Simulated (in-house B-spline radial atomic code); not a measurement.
Values are calculated unless marked as measured or tabulated.
Extrapolating the RPA correlation energy in partial waves: Au II (Au+)

All-electron RPA on PBE orbitals from an all-electron radial atomic-structure program (B-spline basis), scalar-relativistic (spin-free one-electron X2C), finite nucleus, configuration [Xe] 4f14 5d10. Without the two-electron picture change, the correlation of inner shells comes somewhat too large for so heavy an element. With empty states up to angular momentum L the sums are:

| L | E_c(L) (hartree) |
| --- | --- |
| 5 | -6.117147 |
| 6 | -6.494309 |
| 7 | -6.698771 |

For large l each further wave adds A/(l + 1/2)⁴, because the basis must build the cusp where two electrons meet.

(1) Estimate the limit from L = 6 and L = 7.

(2) How good is the estimate?

Results:

(1) Wave 7 adds -0.204462, against a sum of (l + 1/2)⁻⁴ of 3.16049e-04, so A = -646.93. The sum over l > 7 is ζ(4, 8.5) = 6.4602e-04, close to 1/(3 × 8³) = 6.5104e-04. The tail is -0.417932 and the limit -7.11670 hartree.

(2) A run to L = 11 sums to -6.95350 and extrapolates to -7.04522 hartree, 9.87 millihartree from the run before, so it has not settled and is itself too deep. The estimate differs from that by -71.48 millihartree, while the bare sum at L = 7 misses 346.4 millihartree (4.9 %).
